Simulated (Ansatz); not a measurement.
The cluster Si2Ge. The state is a singlet with charge 0. Geometry PBE0-D4/def2-TZVP.

```xyz
3

Si   -0.377   -0.822    0.655
Si   -1.126    0.984   -0.293
Ge    1.503   -0.162   -0.362
```

The order of the spin states hangs on the level: the triplet lies 0.06 eV below the singlet at PBE0-D4/def2-TZVP, but 0.03 eV above it at PBE-D4/def2-TZVP. The structure comes from a short search, and lower isomers may exist.

(1) Estimate the orbital energies around the gap (eV) in Ansatz with PBE-D4/def2-TZVP, BLYP-D4/def2-TZVP, r2SCAN-D4/def2-TZVP, PBE0-D4/def2-SVP, PBE0-D4/def2-TZVP.

Answers

(1) 
| orbital | PBE-D4/def2-TZVP | BLYP-D4/def2-TZVP | r2SCAN-D4/def2-TZVP | PBE0-D4/def2-SVP | PBE0-D4/def2-TZVP |
| --- | --- | --- | --- | --- | --- |
| HOMO−9 | -30.03 | -29.87 | -30.82 | -34.16 | -34.01 |
| HOMO−8 | -29.90 | -29.74 | -30.69 | -34.04 | -33.87 |
| HOMO−7 | -29.88 | -29.72 | -30.67 | -34.01 | -33.84 |
| HOMO−6 | -29.87 | -29.71 | -30.66 | -34.00 | -33.83 |
| HOMO−5 | -14.14 | -13.92 | -14.77 | -16.15 | -15.97 |
| HOMO−4 | -10.81 | -10.65 | -11.21 | -12.28 | -12.19 |
| HOMO−3 | -8.80 | -8.61 | -9.09 | -9.96 | -9.92 |
| HOMO−2 | -5.85 | -5.59 | -6.11 | -6.76 | -6.67 |
| HOMO−1 | -5.82 | -5.59 | -6.06 | -6.71 | -6.62 |
| HOMO | -5.30 | -5.09 | -5.51 | -6.27 | -6.19 |
| LUMO | -4.23 | -4.03 | -4.27 | -3.66 | -3.59 |
| LUMO+1 | -3.32 | -3.13 | -3.33 | -2.71 | -2.66 |
| LUMO+2 | -2.07 | -1.89 | -1.96 | -1.29 | -1.31 |
| LUMO+3 | -1.75 | -1.61 | -1.61 | -1.00 | -1.02 |
| LUMO+4 | 0.25 | 0.38 | 0.62 | 1.47 | 1.03 |
| LUMO+5 | 0.61 | 0.71 | 1.18 | 2.16 | 1.30 |
